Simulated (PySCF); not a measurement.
C₃H₁₀BN.
SMILES: `C=C[BH2-][NH2+]C`

Jobs on this species (15 atoms, 40 electrons) with PySCF (density fitting). Hardware of each: one thread of an Arm Neoverse V2, shared host. Other jobs ran on the host; a repeat could differ by tens of per cent or more. Peak memory is the resident size of the whole Python process, interpreter and libraries included.

```tsv
level and settings	work	basis functions	SCF cycles	wall time	peak memory
delta-SCF UKS SCAN, def2-TZVP on the ionised atom, pcseg-1 elsewhere, spin-free X2C	ΔSCF core ionisation, 5 holes	137	?	?	?
delta-SCF UKS PBE, pcX-2 on the ionised atom, pcseg-1 elsewhere, spin-free X2C	ΔSCF core ionisation, 5 holes	151	?	?	?
delta-SCF UKS PBE0, pcX-2 on the ionised atom, pcseg-1 elsewhere, spin-free X2C	ΔSCF core ionisation, 5 holes	151	?	?	?
delta-SCF UKS SCAN, pcX-1 on the ionised atom, pcseg-1 elsewhere, spin-free X2C	ΔSCF core ionisation, 5 holes	130	93	30 s	0.54 GiB
PBE0-D3(BJ)/def2-SVP, grid level 1	geometry optimisation from a GFN2-xTB start shaken at random	120	61	38 s	0.50 GiB
delta-SCF UKS SCAN, pcX-2 on the ionised atom, pcseg-1 elsewhere, non-relativistic	ΔSCF core ionisation, 5 holes	151	94	35 s	0.54 GiB
delta-SCF UKS SCAN, pcX-2 on the ionised atom, pcseg-1 elsewhere, spin-free X2C	ΔSCF core ionisation, 5 holes	151	94	37 s	0.54 GiB
delta-SCF UKS HF, pcX-2 on the ionised atom, pcseg-1 elsewhere, spin-free X2C	ΔSCF core ionisation, 5 holes	151	81	19 s	0.54 GiB
delta-SCF UKS B3LYP, pcX-2 on the ionised atom, pcseg-1 elsewhere, spin-free X2C	ΔSCF core ionisation, 5 holes	151	77	34 s	0.62 GiB
```

Problem. Fill in the missing figures.

Solution. 
- delta-SCF UKS SCAN, def2-TZVP on the ionised atom, pcseg-1 elsewhere, spin-free X2C; ΔSCF core ionisation, 5 holes: 33 s, 0.54 GiB, 90 SCF cycles
- delta-SCF UKS PBE, pcX-2 on the ionised atom, pcseg-1 elsewhere, spin-free X2C; ΔSCF core ionisation, 5 holes: 19 s, 0.54 GiB, 81 SCF cycles
- delta-SCF UKS PBE0, pcX-2 on the ionised atom, pcseg-1 elsewhere, spin-free X2C; ΔSCF core ionisation, 5 holes: 32 s, 0.65 GiB, 77 SCF cycles

Problem. What do all jobs in the table cost together?

Solution. About 4.6 min; the longest takes about 14 % of that, and about 2 times as long as the shortest.
